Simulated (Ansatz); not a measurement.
Input (CCSDT(Q)/def2-SVP; Ansatz, an electronic-structure program):

Ansatz 0.2 input:
```yaml
crystal:
  periodic: [false, false, false]
  atoms:
    - {symbol: Ga, position_ang: [0.39713029, -0.00459403, 0.42121933]}
    - {symbol: Cl, position_ang: [0.98926004, 0.33117172, -1.65455401]}
    - {symbol: Cl, position_ang: [-1.71343880, -0.32279437, 0.88644818]}
basis:
  gaussian:
    orbitals: def2-SVP
magnetization: {spin_polarized: true, initial_magnetization: 1}
correlation: {method: ccsdt_q, electrons: outside_noble_gas}
```

Output:

```
Functional definition: HF
integrals: 0.09 GiB planned
1073 factors; integrals over basis functions are off by at most 1.4e-7 eV
mean field: 0.48 GiB planned
mean field evaluation 1: about -77328.1547 eV, gradient 1.2e1 eV
mean field evaluation 2: about -77328.1724 eV, gradient 1.2e1 eV
mean field evaluation 4: about -77329.4932 eV, gradient 1.9e0 eV
mean field evaluation 8: about -77329.5683 eV, gradient 1.5e-1 eV
mean field evaluation 16: about -77329.2339 eV, gradient 6.6e0 eV
mean field -77329.56899320 eV, -2841.8092446356 hartree, gradient 3.2e-6 eV, S^2 0.757454; 0 other end points of the search recorded, 0 dependent functions left out
24 core orbitals not correlated
reference -77329.56899320 eV, -2841.8092446356 hartree; 9, 8 occupied and 35, 36 virtual orbitals, 1073 factors
second order -8.28394016 eV of doubles, -0.00000000 eV of singles
coupled cluster: 1.85 GiB planned
cycle   1  -8.81740678 eV  change   -5.3e-1 eV  update   7.8e-2
cycle   2  -9.10223829 eV  change   -2.8e-1 eV  update   3.7e-2
cycle   3  -9.29419543 eV  change   -1.9e-1 eV  update   2.3e-2
cycle   4  -9.27428883 eV  change    2.0e-2 eV  update   7.8e-3
cycle   5  -9.27108924 eV  change    3.2e-3 eV  update   4.3e-3
cycle   6  -9.27319525 eV  change   -2.1e-3 eV  update   2.1e-3
cycle   7  -9.27362035 eV  change   -4.3e-4 eV  update   1.0e-3
cycle   8  -9.27395119 eV  change   -3.3e-4 eV  update   4.2e-4
cycle   9  -9.27396552 eV  change   -1.4e-5 eV  update   2.3e-4
cycle  10  -9.27376938 eV  change    2.0e-4 eV  update   9.4e-5
cycle  11  -9.27381280 eV  change   -4.3e-5 eV  update   4.9e-5
cycle  12  -9.27385194 eV  change   -3.9e-5 eV  update   2.1e-5
cycle  13  -9.27386380 eV  change   -1.2e-5 eV  update   1.0e-5
cycle  14  -9.27387526 eV  change   -1.1e-5 eV  update   4.5e-6
cycle  15  -9.27387621 eV  change   -9.5e-7 eV  update   1.8e-6
perturbative correction -0.01938184 eV, -0.0007122696 hartree
Total energy: -77338.86225125 eV, -2842.1507655698 hartree
```
